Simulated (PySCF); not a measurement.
Er(OH)3 at several levels of theory

Computed with PySCF 2.14.0 (density fitting, no spin-orbit coupling) at the geometry relaxed with PBE:

```xyz
7
Er(OH)3 (singlet in the valence; each metal's 4f electrons, 11 of them, lie in its core potential, out of spins and levels)
Er    0.0000    0.0000    0.1171
O     2.0315    0.0000    0.1399
H     2.9968    0.0000    0.1597
O    -1.0157    1.7593    0.1399
H    -1.4984    2.5953    0.1597
O    -1.0157   -1.7593    0.1399
H    -1.4984   -2.5953    0.1597
```

```csv
level,basis,state,HOMO (eV),gap (eV),charge on Er1 (e),population of f-type functions on Er1 (polarisation alone where 4f lies in the core),dipole about the centre of mass (D),largest force component (eV/Å)
PBE,"Er lcecp-1-SVP with ECP57, O def2-SVP, H def2-SVP",singlet,-5.94,3.88,0.84,0.08,0.07,0.00
revPBE,the same,singlet,-5.88,3.96,0.87,0.08,0.07,0.16
HF,the same,singlet,-11.96,12.87,1.55,0.08,0.10,1.90
BLYP,the same,singlet,-5.82,3.72,0.81,0.07,0.07,0.17
PBE,"Er lcecp-1-TZVP with ECP57, O def2-TZVP, H def2-TZVP",singlet,-6.22,4.08,1.49,0.08,0.08,0.28
```

In the lcecp rows the 4f levels are missing from HOMO and gap, and the state counts the valence alone.

Charges are Mulliken's, which hang on the basis. The relaxation used the grid (50, 194), these runs (75, 302) or, all-electron (x2c bases, spin-free X2C Hamiltonian), (99, 590).

What does r2SCAN with Er lcecp-1-SVP with ECP57, O def2-SVP, H def2-SVP give here?

state singlet, HOMO (eV) -6.30, gap (eV) 4.69, charge on Er1 (e) 1.03, population of f-type functions on Er1 (polarisation alone where 4f lies in the core) 0.07, dipole about the centre of mass (D) 0.08, largest force component (eV/Å) 0.43. Time: 8.5 s on 2 threads of Arm Neoverse V1, on a shared host, from an already converged density.

In the first row's basis the gap widens with exact exchange: 3.7 to 4.7 eV for BLYP, PBE, revPBE, r2SCAN (none); 12.9 eV for Hartree–Fock (rising or full at long range).

An lcecp potential fixes the number of 4f electrons, so in runs with it no electron can move into or out of that shell.
